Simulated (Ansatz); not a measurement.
One geometry of the cluster MoO₂, several levels of theory.

```yaml
crystal:
  periodic: [false, false, false]
  atoms:
    - {symbol: Mo, position_ang: [-0.248506, -0.613127, 0.037282]}
    - {symbol: O, position_ang: [-1.076023, 0.802755, 0.141029]}
    - {symbol: O, position_ang: [1.324529, -0.189628, -0.178300]}
basis:
  gaussian: {orbitals: def2-TZVP, initial_orbitals: start.molden}
hamiltonian: {xc: pbe, dispersion: d4}
scf: {omitted_lower_state_checks: [starts]}
output: {orbitals: {seedname: orbitals}}
```

The file start.molden holds the orbitals of an earlier run on this structure, at another level or in another basis.

```sh
$ ansatz run in.yaml --threads 4 --pin off --events-out ev --progress --plain --max-ram 3916MiB
```

Shortened log:

```
Functional definition: PBE
610 factors; their error is unknown
mean field evaluation 1: about -5948.5999 eV, gradient 8.2e0 eV
mean field evaluation 2: about -5948.7190 eV, gradient 1.6e-1 eV
mean field evaluation 4: about -5948.7125 eV, gradient 2.1e-3 eV
mean field evaluation 8: about -5948.7125 eV, gradient 1.1e-5 eV
mean field -5948.71247922 eV, -218.6111514292 hartree, gradient 1.1e-5 eV, S^2 0.000000; 0 other end points of the search recorded, 0 dependent functions left out
reference -5948.71252386 eV, -218.6111530699 hartree; 15, 15 occupied and 87, 87 virtual orbitals, 610 factors
Total energy: -5948.77230238 eV, -218.6133498897 hartree
Checks for a lower state left out: starts
```

It took 0.6 s on 4 threads of Arm Neoverse V1 on a shared host.

The first input with `hamiltonian: {xc: r2scan, dispersion: d4}` (abridged; 1.2 s):

```
Functional definition: r2SCAN
mean field -5950.57861526 eV, -218.6797306637 hartree, gradient 2.0e-5 eV, S^2 0.000000
Total energy: -5950.59087336 eV, -218.6801811407 hartree
Checks for a lower state left out: starts
```

The first input with `gaussian: {orbitals: def2-TZVP}`, `hamiltonian: {xc: pbe0, dispersion: d4}` and without the key `scf` (abridged; 0.7 s):

```
Functional definition: PBE0
mean field evaluation 16: about -5946.4625 eV, gradient 7.0e-4 eV
mean field -5946.46254230 eV, -218.5284677725 hartree, gradient 2.4e-5 eV, S^2 0.000000
Total energy: -5946.51208659 eV, -218.5302884915 hartree
```

Geometry: PBE0-D4/def2-TZVP, that of the charge +1 doublet.

In the def2 sets Mo takes a core potential; there is no spin–orbit coupling. A triplet lies near this restricted singlet, and broken spin symmetry wasn't tried. At PBE0-D4/def2-TZVP a triplet of charge 0 lies 0.59 eV below the restricted singlet at the same geometry. The structure comes from a short search, and lower isomers may exist.
